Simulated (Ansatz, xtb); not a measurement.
## Ligand exchange: NaI + C2H7N → NaNH2 + C2H5I

Species: NaI, singlet; C2H7N (ethanamine) `CCN`, singlet; NaNH2 `[NH2][Na]`, singlet; C2H5I (iodoethane) `CCI`, singlet. The partners trade I for NH2: Na–I and C–NH2 bonds give way to Na–NH2 and C–I.

Shapes, held fixed at every level: PBE0-D4/def2-TZVP. Flexible molecules stand in one conformer, not always the lowest. Programs: Ansatz 0.2.0, xtb 6.7.1. The zero-point and thermal change to 298 K, harmonic and unscaled (PBE0-D4/def2-TZVP), is -12.7 kJ/mol.

```
                level                    kind  ΔH(298 K) (kJ/mol)  less CCSD(T)/def2-TZVPP
             GFN2-xTB          semi-empirical              +278.6                    +71.2
     SPW92/def2-TZVPP                     LDA              +206.8                     -0.6
r2SCAN0-D4/def2-TZVPP           global hybrid              +227.5                    +20.1
   wB97X-V/def2-TZVPP  range-separated hybrid              +219.8                    +12.4
       MP2/def2-TZVPP     perturbation theory              +203.0                     -4.4
        CCSD/def2-SVP   coupled cluster or CI              +253.5                    +46.1
      CCSD/def2-TZVPP   coupled cluster or CI              +215.2                     +7.8
   CCSD(T)/def2-TZVPP   coupled cluster or CI              +207.4                      0.0
```

The highest level, CCSD(T)/def2-TZVPP, gives ΔH(298 K) = +207.4 kJ/mol; the levels span +203.0 to +278.6. GFN2-xTB strays far from the other rows. The column of differences is taken from that level and isn't an error. No measured value is set beside it here. For atoms past krypton def2 sets carry core potentials with scalar relativity. Outer-core shells of I, Na are correlated, in sets that cover them unevenly.
